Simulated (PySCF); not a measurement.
Calculation: M06-2X/def2-TZVP // B3LYP-D3(BJ)/def2-TZVP (PySCF). Gas-phase values, no solvent. One relaxed conformer stands for a flexible species; it need not be the lowest. Excitations are Tamm–Dancoff values on a coarser integration grid. The basis has no diffuse functions, so Rydberg states are missing or too high.

Reference species (SMILES): `N#CC(=C)C[SiH3]` (neutral, multiplicity 1).

```yaml
brightest of the four lowest singlets (TDA): 6.52 eV
```

Changed species: `C/C=C(/[SiH3])C#N`.

### Question
What does the change do to the brightest of the four lowest singlets (TDA)?

### Answer
the brightest of the four lowest singlets (TDA) hardly moves.
